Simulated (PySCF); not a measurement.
2-chloro-4(1H)-pyridinone, C5H4ClNO.
Atom-mapped SMILES: `[OH:1][c:2]1[cH:3][cH:4][n:5][c:6]([Cl:7])[cH:8]1` (hydrogens: H9 on O1; H10 on C3; H11 on C4; H12 on C8)

Theory: TDDFT PBE0/def2-SVPD, vertical, gas phase, core orbitals frozen in the response (PySCF). The structure is a single GFN2-xTB conformer in the gas phase; no vibrational or solvent corrections. Torsions of this conformer, `[OH:1][c:2]1[cH:3][cH:4][n:5][c:6]([Cl:7])[cH:8]1`: H–O1–C2–C3 0°.

Kohn–Sham orbitals with the atoms that hold most of them (Löwdin shares over 4%, at most four atoms; ? is withheld):

```csv
orbital,ε (eV),atoms
LUMO+2,0.08,"O1 37%, H9 26%, H10 11%, C3 10%"
LUMO+1,-0.76,"C2 24%, N5 20%, C6 15%, C3 10%"
LUMO,-0.92,?
HOMO,-7.60,?
HOMO-1,-7.85,"C8 22%, O1 22%, C2 16%, N5 16%"
HOMO-2,-7.98,"N5 61%, C4 11%, C6 8%, Cl7 5%"
HOMO-3,-9.07,"Cl7 83%, C6 9%"
```

Problem. Give the leading atoms of the LUMO.

Solution. C4 (bonded to C, N and H) 21%; C8 (bonded to 2 C and H) 18%; C3 (bonded to 2 C and H) 16%; C6 (bonded to C, Cl and N) 15%.

Problem. Give the leading atoms of the HOMO.

Solution. Cl7 (bonded to C) 27%; C3 (bonded to 2 C and H) 22%; C6 (bonded to C, Cl and N) 14%; C4 (bonded to C, N and H) 12%. By element: carbon 47% or more, chlorine 27%.

Problem. How does S1 compare with the orbital gap of 6.68 eV?

Solution. S1 is at 5.34 eV (f = 0.0001), 1.34 eV below the gap, made of HOMO-2→LUMO (99%). Its leading pair isn't HOMO and LUMO; the energies of that pair differ by 7.05 eV. Without the coupling terms of the response equations the lowest excitation would equal the gap.

Problem. Give energy, strength and leading configuration of S1 and S3, and follow the Löwdin shares of the leading atoms from the occupied to the empty orbital.

Solution. 
- S1 (5.34 eV, f 0.0001), HOMO-2→LUMO (99%): N5 61% → at most 15%, C4 11% → 21%, C8 at most 6% → 18%
- S3 (5.54 eV, f 0.0033), HOMO-2→LUMO+1 (99%): N5 61% → 20%, C4 11% → at most 10%, C2 at most 6% → 24%
